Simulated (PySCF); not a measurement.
Computed IR spectrum (relative IR intensity) of a molecule C₃H₁₀OSi₂. The structure is a stationary point at PBE-D3(BJ)/def2-SVP. Other conformers were not sampled. Level of theory: PBE-D3(BJ)/def2-SVP run with PySCF 2.14.0. Frequencies are harmonic and unscaled.

Lines under 2 % of the strongest are left out, and lines within 2 cm⁻¹ are merged.

ν (cm⁻¹): 51 (vw), 89 (vw), 176 (vw), 334 (vw), 413 (w), 524 (vw), 580 (m), 632 (w), 692 (m), 757 (s), 772 (vs), 795 (s), 890 (vs), 909 (s), 913 (s), 918 (m), 989 (w), 1040 (vs), 1116 (m), 1295 (m), 1334 (w), 1370 (w), 1382 (w), 1720 (s), 2137 (m), 2148 (s), 2156 (s), 2161 (vs), 2168 (vs), 2978 (vw), 3087 (w) (against the strongest line: vs over 80 %, s over 45 %, m over 15 %, w over 4 %, vw less)

Problem. Identify the compound among the candidates.
A. C=C[C@@H]([SiH3])O[SiH3]
B. CC(=O)[SiH2]C[SiH3]
C. C=C[SiH2][SiH2]OC
D. C/C(=C\[SiH3])O[SiH3]

Solution. B, CC(=O)[SiH2]C[SiH3]
